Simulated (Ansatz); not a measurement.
Harmonic frequencies (cm⁻¹) at PBE0-D4/def2-TZVP from Ansatz: 69, 154, 159, 365, 402, 548, 648, 672, 683, 715, 759, 842, 934, 943, 950, 975, 1015, 1317, 1371, 1439, 1757, 2238, 2240, 2246, 3206, 3305, 3661.

Each molecule was computed in one conformer, which needn't be the lowest.

Q: Which molecule is it?
A. `C[SiH2]/N=C/F`
B. `CN(C)[Si]F`
C. `C=C(F)N[SiH3]`
D. `C[C@@H]1N[Si@@H]1F`

A: C.
